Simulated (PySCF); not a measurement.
**Stationary points of Tl2S**

Level of theory: PBE0 in PySCF with S def2-TZVP, Tl def2-TZVP with ECP60; scalar-relativistic core potentials, no spin–orbit coupling; density-fitted integrals.

Relaxations began from a few typed shapes. The search is not exhaustive: other isomers or separated fragments can lie lower, and high-lying points may rest on an excited occupation.

Order these stationary points by electronic energy, lowest first, in kJ/mol from the lowest minimum.
A. singlet C2v: S–Tl 2.519 Å (×2); Tl–S–Tl 124.1°
B. singlet D∞h: S–Tl 2.509 Å (×2); Tl–S–Tl 180.0°

A (0.0), B (5.1).

Which of them are minima?

By energy in kJ/mol, 0.0: not settled, its softest mode being under 30 cm⁻¹; 5.1: saddle point, 2 imaginary modes.

For the lowest minimum: with an element this heavy the missing spin–orbit coupling can shift these numbers.
